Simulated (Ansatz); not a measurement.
Cartesian coordinates (Å):
SMILES: B(F)(O)F
```xyz
5

O      0.8971    -0.4853     0.0159
B     -0.3804    -0.0527     0.0022
F     -1.3629    -0.9336     0.0334
F     -0.6935     1.2401    -0.0420
H      1.5396     0.2315    -0.0094
```
Charge 0, multiplicity 1.

Computed with frozen-core CCSD(T)/cc-pVTZ // r2SCAN-D4/def2-TZVP in Ansatz (a program for electronic structure).

```yaml
HF energy: -299.31892 Ha
MP2 correlation energy: -0.83290 Ha
```

Question: Estimate the CCSD correlation energy, the (T) correction, the total energy and the T1 diagnostic.

Answer: 
- CCSD correlation energy = -0.83595 Ha
- (T) correction = -0.02596 Ha
- CCSD(T) total energy = -300.18083 Ha
- T1 diagnostic = 0.012
